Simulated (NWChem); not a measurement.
SiPH5O; SMILES O[SiH2]P

```xyz
8

Si    -0.5466     0.6123    -0.0019
O      0.6418     1.7836     0.0647
P      0.1230    -1.5586     0.0191
H     -1.3665     0.8355     1.2117
H     -1.3945     0.7521    -1.2219
H      1.2740     1.8023    -0.6674
H      1.1497    -1.3943     0.9923
H      1.0117    -1.4570    -1.0915
```
Atoms are numbered in this order, from 1.

Computed with NWChem. Pople sets run with spherical d functions. Coordinates come from a B3LYP/6-31G* (spherical d) optimisation. Ions are spin-unrestricted doublets at the neutral geometry; other ion states weren't tried.

```
level             vertical ionisation energy, ΔSCF (eV)  −ε(HOMO) (eV)  ΔSCF minus −ε(HOMO) (eV)
----------------  -------------------------------------  -------------  ------------------------
B3LYP/6-31G*                                       9.48           7.05                      2.43
PBE/6-31G*                                            ?              ?                         ?
M06-2X/6-31G*                                      9.64           8.35                      1.29
LRC-wPBEh/6-31G*                                   9.59           9.14                      0.45
CAM-B3LYP/6-31G*                                   9.58           8.55                      1.03
```

Q: What belongs in the gaps?

A: 
- PBE/6-31G*, vertical ionisation energy, ΔSCF (eV): 9.25
- PBE/6-31G*, −ε(HOMO) (eV): 6.11
- PBE/6-31G*, ΔSCF minus −ε(HOMO) (eV): 3.14
